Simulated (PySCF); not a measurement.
# Dipole response of Ce³²⁺ (cerium, charge +32)

[Ar] 3d8, high-spin 3F determinant. Calculation: PySCF 2.14, in an uncontracted even-tempered set (18 s from 5 bohr⁻², ratio 2.5; 13 p from 6.5 bohr⁻², ratio 2.5; 8 d from 6.5 bohr⁻², ratio 2.5; 4 f from 28 bohr⁻², ratio 2.7; 3 g from 42 bohr⁻², ratio 2.7); the spin-free X2C one-electron Hamiltonian (Gaussian nucleus). Coupled (time-dependent) response in atomic units; α is the mean over directions.

```csv
method,mean α (bohr³),C₆ (like pair),S(−4)
PBE0,0.006785,0.001281,1.996e-05
```

S(−4) is the Cauchy moment in α(ω) = α(0) + S(−4) ω² + …

Spin-orbit coupling is absent.

α(iu) at PBE0:

| u (hartree) | α(iu) (bohr³) |
| --- | --- |
| 0 | 0.006785 |
| 4.00 | 0.006501 |
| 8.00 | 0.005920 |
| 16.0 | 0.004931 |
| 24.0 | 0.004266 |
| 32.0 | 0.003742 |
| 40.0 | 0.003291 |
| 60.0 | 0.002395 |
| 80.0 | 0.001768 |
| 120 | 0.001037 |
| 200 | 0.0004651 |

For an ion, C₆ is the dispersion term alone; charge-induced terms of lower order in 1/R come first.

Spin-orbit coupling is strong in this species (close to jj coupling), so the high-spin LS determinant is a model state, not a physical level.
